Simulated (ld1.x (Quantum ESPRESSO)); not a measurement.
**Before and after: TM potential for iodine (I)**

ld1.x (Quantum ESPRESSO) 7.5 input, shortened:

```
&input
   title='I', zed=53., rel=1, dft='PBE', iswitch=3,
   config='[Kr] 4d10 5s1 5p6'
 /
 &inputp
   pseudotype=2, tm=.true., lloc=-1, rcloc=1.90,
   nlcc=.true., new_core_ps=.true., rcore=0.90
 /
2
5S  1  0   1.00   0.00  1.25  1.25  0.0
5P  2  1   6.00   0.00  2.20  2.20  0.0
 &test
   configts(1)='5s1 5p6'
 /
```

Change: local potential all-electron potential smoothed inside 2.50 bohr (lloc = -1).

Cutoffs: the cutoffs (Ry, on a coarse ladder) from which the occupation-weighted sum of valence levels, in a spherical-Bessel basis at the reference potential, stays within 10 and 1 mRy of its value at 400 Ry; they do not see the model core or the augmentation charge, which bear on the density cutoff. Errors are all-electron minus pseudo energies relative to the spin-unpolarised reference configuration.

What does the change do?

The potential gets neither clearly harder nor softer (110 Ry and 200 Ry → 110 Ry and 230 Ry); the bound ghosts move from d to s; of the 7 tests that both files solve, the error grows in 6 and shrinks in 0 by more than 15 % and 0.3 meV (median size 36.5 → 42.2 meV). In the separable form a ghost depends on how the local part lies against the semilocal potential of the channel, so the choice of the local part can create or remove one. The local part now departs from the all-electron potential out to 2.50 bohr, far beyond the s radius of 1.25 bohr, and whatever the projectors do not describe feels it: the likely cause.

| quantity | base | changed |
| --- | --- | --- |
| cutoff, loose | 110 Ry | 110 Ry |
| cutoff, tight | 200 Ry | 230 Ry |
| bound ghosts | d | s |
| error for 5s2 5p5, meV [ΔE -10.41 eV] | -20 | -32 |
| error for 5s2 5p4, meV [ΔE 0.72 eV] | -36 | -42 |
| error for 5s2 5p3, meV [ΔE 20.56 eV] | -53 | -57 |
| error for 5s2 5p2, meV [ΔE 49.89 eV] | -72 | -89 |
| error for 5s2 5p1, meV [ΔE 89.32 eV] | -111 | -164 |
| error for 5s2 5p4.5, meV [ΔE -5.88 eV] | -28 | -37 |
| error for 5s2 5p5.3, meV [ΔE -12.20 eV] | -15 | -29 |

 A true bound ghost makes a file unfit for plane-wave use even where its test errors are small: the radial tests pick states by their node count and pass the ghost by.
